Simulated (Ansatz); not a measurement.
Cost and result for the atomization energy of `Cl[SiH]1CB[SiH2]1` (11 atoms, 11 bonds).

```xyz
11

Cl    2.580   -0.797   -0.592
Si    0.703   -0.016   -0.932
C     0.160    1.285    0.373
B    -0.229    0.081    1.251
Si   -1.083   -1.225   -0.009
H     0.700    0.553   -2.301
H     0.836    2.060    0.726
H    -0.654    1.716   -0.231
H     0.370   -0.206    2.245
H    -2.319   -0.755   -0.693
H    -1.064   -2.697    0.164
```

Total charge 0; spin multiplicity 1. The geometry is a stationary point of PBE0-D4/def2-TZVP. Program: Ansatz. All runs use 4 threads of an Arm Neoverse V2 on a shared host. Times are those of one run each, without the atoms' runs, and a repeat can differ threefold. Electronic energies, without spin–orbit coupling; frozen cores. CCSD(T)/CBS adds CCSD(T) − MP2 in def2-TZVPP to the MP2 limit, and its time is that of the two runs behind it. T1 = 0.013. B3LYP takes the VWN-RPA correlation (the form of Gaussian; ORCA's B3LYP/G).

CCSD(T)/CBS is a level of theory with its own doubt, some kJ/mol a heavy atom from the limit and from the frozen cores, so smaller differences don't rank the functionals.

| level | functions | wall time |
| --- | --- | --- |
| PBE-D4/def2-TZVPP (with forces) | 272 | 3.3 s |
| PBE0-D4/def2-TZVPP | 272 | 3.7 s |
| B3LYP-D4/def2-TZVPP (with forces) | 272 | 6 s |
| r2SCAN-D4/def2-TZVPP (with forces) | 272 | 6.5 s |
| B2PLYP/def2-TZVPP | 272 | 6.5 s |
| ωB97X-V/def2-TZVPP | 272 | 9.5 s |
| ωB97M-V/def2-TZVPP (with forces) | 272 | 15 s |
| MP2/def2-QZVPP | 504 | 25 s |
| CCSD(T)/def2-TZVPP | 272 | 2.4 min |
| CCSD(T)/CBS(def2) | – | 2.8 min |

Problem. What atomization energy does each give, and how far from CCSD(T)/CBS? (Best estimate.)

Solution. Ansatz gave: 
```csv
level,atomization (kJ/mol),difference from CCSD(T)/CBS,per bond
PBE-D4/def2-TZVPP (with forces),3767.2,54.4,4.9
PBE0-D4/def2-TZVPP,3742.5,29.7,2.7
B3LYP-D4/def2-TZVPP (with forces),3708.4,-4.4,-0.4
r2SCAN-D4/def2-TZVPP (with forces),3757.5,44.7,4.1
B2PLYP/def2-TZVPP,3662.1,-50.7,-4.6
ωB97X-V/def2-TZVPP,3750.0,37.2,3.4
ωB97M-V/def2-TZVPP (with forces),3737.3,24.5,2.2
MP2/def2-QZVPP,3716.6,3.8,0.3
CCSD(T)/def2-TZVPP,3615.8,-97.0,-8.8
CCSD(T)/CBS(def2),3712.8,0.0,0.0
```

From PBE to PBE0 (25 % exact exchange), in def2-TZVPP and without D4, the atomization energy moves by −20.2 kJ/mol: exact exchange takes away binding that semilocal exchange gives to molecules. The D4 term adds +51.4 kJ/mol with B3LYP and +26.9 kJ/mol with PBE0; it sums over pairs of atoms, weighted by their polarisabilities, and B3LYP, whose exchange is more repulsive, gets the larger term. In def2-TZVPP, CCSD(T) changes the Hartree–Fock value by +798.7 kJ/mol (the triples alone add +53.4 kJ/mol) and MP2 by +842.3 kJ/mol; breaking electron pairs costs correlation energy, which Hartree–Fock lacks.
